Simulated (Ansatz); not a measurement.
The cluster Be₇O₈. Charge 0, multiplicity 1. Geometry PBE-D4/def2-SVP; atoms count from 1.

```tsv
atom	x (Å)	y (Å)	z (Å)
Be1	-0.7698	1.6376	0.8303
Be2	1.1206	-0.6282	-1.8903
Be3	1.3247	0.5271	1.3463
Be4	0.6841	1.4397	-0.8297
Be5	-1.1953	-0.3727	-0.8468
Be6	-1.6401	-0.3040	1.5902
Be7	0.2768	-1.6050	0.5254
O8	-1.5725	1.0707	1.9900
O9	1.2076	-0.9118	1.4806
O10	0.8557	1.8272	0.7608
O11	-1.3082	-1.2790	0.4880
O12	1.6431	0.7105	-1.7194
O13	0.6942	-1.9577	-1.0483
O14	-0.9407	1.1437	-0.7249
O15	-0.3801	-1.2981	-1.9522
```

The structure holds 1 bond(s) between oxygen atoms. The restricted singlet is unstable towards broken spin symmetry in Hartree–Fock (as tested in another run); at PBE0-D4/def2-TZVP this wasn't settled. The structure comes from a short search, and lower isomers may exist.

(1) Estimate the Mulliken populations from the PBE0/def2-TZVP orbitals of Ansatz.

(2) And the Mayer bond orders between heavy atoms (over 0.3)?

Answers

(1) 
```tsv
atom	charge (e)
Be1	0.32
Be2	0.13
Be3	0.10
Be4	0.31
Be5	0.41
Be6	0.12
Be7	0.39
O8	-0.24
O9	-0.24
O10	-0.25
O11	-0.22
O12	-0.23
O13	-0.14
O14	-0.29
O15	-0.15
```
Mulliken values depend strongly on the basis.

(2) Be1–O8 1.09 (1.52 Å); Be1–O10 0.65 (1.64 Å); Be1–O14 0.70 (1.64 Å); Be2–O12 1.40 (1.45 Å); Be2–O13 0.65 (1.63 Å); Be2–O15 0.59 (1.64 Å); Be3–O9 1.37 (1.45 Å); Be3–O10 1.12 (1.50 Å); Be4–O10 0.62 (1.65 Å); Be4–O12 1.16 (1.50 Å); Be4–O14 0.67 (1.65 Å); Be5–O11 0.68 (1.62 Å); Be5–O14 1.02 (1.54 Å); Be5–O15 0.63 (1.66 Å); Be6–O8 1.43 (1.43 Å); Be6–O11 1.07 (1.51 Å); Be7–O9 1.16 (1.50 Å); Be7–O11 0.66 (1.62 Å); Be7–O13 0.60 (1.67 Å); O13–O15 0.84 (1.55 Å).
